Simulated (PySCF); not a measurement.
NMR data sheet: C5H7N3O2

```
Formula                               : C5H7N3O2
SMILES                                : COc1nc(C(C)=O)n[nH]1
InChI                                 : InChI=1S/C5H7N3O2/c1-3(9)4-6-5(10-2)8-7-4/h1-2H3,(H,6,7,8)
Point group of the computed structure : C1
Degrees of unsaturation               : 4
Carbon signals                        : 5
Proton signals                        : 3
```

Molfile (atoms numbered from 1):
```
C5H7N3O2
     RDKit          3D

 17 17  0  0  0  0  0  0  0  0999 V2000
    2.7497    0.4847    0.7521 C   0  0  0  0  0  0  0  0  0  0  0  0
    2.4487   -0.2908   -0.4007 O   0  0  0  0  0  0  0  0  0  0  0  0
    1.1566   -0.4123   -0.6605 C   0  0  0  0  0  0  0  0  0  0  0  0
    0.1372    0.0625    0.0056 N   0  0  0  0  0  0  0  0  0  0  0  0
   -0.9431   -0.3652   -0.7142 C   0  0  0  0  0  0  0  0  0  0  0  0
   -2.3323   -0.0541   -0.3204 C   0  0  0  0  0  0  0  0  0  0  0  0
   -2.4431    0.5517    1.0517 C   0  0  0  0  0  0  0  0  0  0  0  0
   -3.2760   -0.2767   -1.0373 O   0  0  0  0  0  0  0  0  0  0  0  0
   -0.6138   -1.0711   -1.7730 N   0  0  0  0  0  0  0  0  0  0  0  0
    0.7238   -1.1070   -1.7442 N   0  0  0  0  0  0  0  0  0  0  0  0
    2.3864    1.5065    0.6282 H   0  0  0  0  0  0  0  0  0  0  0  0
    2.2851    0.0481    1.6379 H   0  0  0  0  0  0  0  0  0  0  0  0
    3.8331    0.4739    0.8439 H   0  0  0  0  0  0  0  0  0  0  0  0
   -1.7177    1.3532    1.1593 H   0  0  0  0  0  0  0  0  0  0  0  0
   -2.2018   -0.2111    1.7900 H   0  0  0  0  0  0  0  0  0  0  0  0
   -3.4533    0.9140    1.2207 H   0  0  0  0  0  0  0  0  0  0  0  0
    1.2534   -1.5944   -2.4490 H   0  0  0  0  0  0  0  0  0  0  0  0
  1  2  1  0
  2  3  1  0
  3  4  2  0
  4  5  1  0
  5  6  1  0
  6  7  1  0
  6  8  2  0
  5  9  2  0
  9 10  1  0
 10  3  1  0
  1 11  1  0
  1 12  1  0
  1 13  1  0
  7 14  1  0
  7 15  1  0
  7 16  1  0
 10 17  1  0
M  END
```

PySCF calculation with GFN2-xTB geometry and NMR shieldings at PBE0/pcSseg-1/GIAO; fast rotation and ring inversion assumed for equivalent nuclei, no relativistic terms, one computed conformer, gas phase.

δ = σ(ref) − σ, references computed at the same level: ¹H (31.72 ppm), ¹³C (186.93 ppm) vs TMS; ¹⁵N (267.73 ppm) vs NH3; ¹⁷O (336.08 ppm) against H2O.

```tsv
carbon	δC, type	δH (multiplicity)	HMBC from (2–3 bonds)	span of the C tensor (ppm)
C1	59.2, CH3	4.25 (s)	–	78
C3	166.7, C	–	H11/H12/H13	97
C5	159.7, C	–	H14/H15/H16	147
C6	195.7, C	–	H14/H15/H16	202
C7	31.9, CH3	2.71 (s)	–	50
```

Other nuclei:
```tsv
atoms	nucleus	environment	δ (ppm)	σ (ppm)
H17	¹H	hydrogen on a pyrrole-type ring nitrogen	9.29	22.43
N9	¹⁵N	pyridine-type nitrogen of an azole	337.0	-69.2
N4	¹⁵N	pyridine-type nitrogen of an azole	249.2	18.5
N10	¹⁵N	pyrrole-type ring nitrogen	202.4	65.3
O8	¹⁷O	ketone oxygen	668.2	-332.1
O2	¹⁷O	ether oxygen	91.7	244.3
```

- Carbon types of the structure: 3 × C, 2 × CH3, leaving 1 H on heteroatoms.
- δC 195.7: ketone carbonyl carbon; the double bond to the heteroatom, with no lone-pair donor beside it, deshields it most.
- δC 166.7: aromatic carbon bearing oxygen; an ipso carbon deshielded by its heteroatom.
- δC 159.7: substituted aromatic carbon next to a ring nitrogen.
- δC 31.9: methyl carbon α to a carbonyl; the adjacent C=O deshields it moderately.
- δH 9.29: hydrogen on a pyrrole-type ring nitrogen; labile proton, position sensitive to the medium.

Exchangeable OH/NH protons stand at their gas-phase positions; hydrogen bonding in a real sample shifts them, mostly to higher δ. Shifts are as computed. Against solution values, carbons near 30 ppm lie about +3 ppm off and those near 130 ppm about +5 ppm. Of 1211 compounds with measured shifts, 218 miss one by over three times the rms of a fit or turn the order of signals round; such compounds aren't used in these exercises. Unscaled 17O shifts of doubly bonded oxygen tend to come out too high, by tens of ppm or more. Experimental scales use liquid or dissolved standards, which lie at an offset from isolated NH3 (liquid NH3: subtract about 20 ppm) and H2O (liquid H2O: subtract about 36 ppm). Unscaled 15N shifts of sp2 nitrogen come out 20 to 40 ppm too high even then. No couplings were computed; multiplicities are counted from neighbouring protons, with m where these are inequivalent, close in shift, in a saturated or five-membered ring or joined by F or P, and br s for small geminal =CH2 splittings.
